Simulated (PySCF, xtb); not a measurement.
SrF, SMILES [F][Sr], multiplicity 2.

Harmonic wavenumbers (cm⁻¹) from xtb with GFN2-xTB at its own minimum, in rising order: 431.

Task: What does B3LYP-D3(BJ)/def2-TZVPD (PySCF) give at its own minimum? (The exact figures need the calculation; the answer reports its results.)

Result: 487. Paired by order, the mean absolute difference is 56 cm⁻¹ and the zero-point energies are 0.6 and 0.7 kcal/mol.
